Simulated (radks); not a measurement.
Task: Species: Au72+. Configuration: [He] 2s2 2p3. All-electron calculation, Dirac Kohn-Sham, PBE, spin-unpolarised, spherical densities, finite nucleus; open shells fill j = l - 1/2 first; Fermi nuclear charge, rms radius 5.4371 fm. Program: a radial shooting solver on a logarithmic mesh with Libxc functionals. Some entries of the table are withheld. Estimate them.

orbital  occ.  eigenvalue (hartree)  <r^2> (bohr^2)
1s1/2       2             -3255.112             (1)
2s1/2       2                   (2)             (3)
2p1/2       2                   (4)             (5)
2p3/2       1                   (6)             (7)

Result: 
(1) 1s1/2 <r^2> (bohr^2): 0.0003916
(2) 2s1/2 eigenvalue (hartree): -783.7057
(3) 2s1/2 <r^2> (bohr^2): 0.005598
(4) 2p1/2 eigenvalue (hartree): -770.2045
(5) 2p1/2 <r^2> (bohr^2): 0.003911
(6) 2p3/2 eigenvalue (hartree): -697.7282
(7) 2p3/2 <r^2> (bohr^2): 0.004967
